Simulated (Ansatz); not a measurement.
ditellurium (Te2), triplet (typed; the unrestricted solution is spin-contaminated), at a GFN2-xTB geometry (core potentials on Te), with bond 2-1 at 1.25 times its length.

Ansatz (a first-principles code) was given this input:
Ansatz 0.2 input:
```yaml
crystal:
  periodic: [false, false, false]
  atoms:
    - {symbol: Te, position_ang: [-0.00000000, -0.00000000, -1.30099916]}
    - {symbol: Te, position_ang: [0.00000000, 0.00000000, 1.95149874]}
basis:
  gaussian:
    orbitals: def2-SV_P_.json
hamiltonian:
  xc: hf
magnetization: {spin_polarized: true, initial_magnetization: 2}
```
The basis file holds def2-SV(P) in the JSON format of the Basis Set Exchange.

Predict the total energy from HF/def2-SV(P) run with Ansatz.

-533.9898 Eh

What is the computed number of basis functions (HF/def2-SV(P))?

52

Predict the <S^2> from HF/def2-SV(P).

2.536
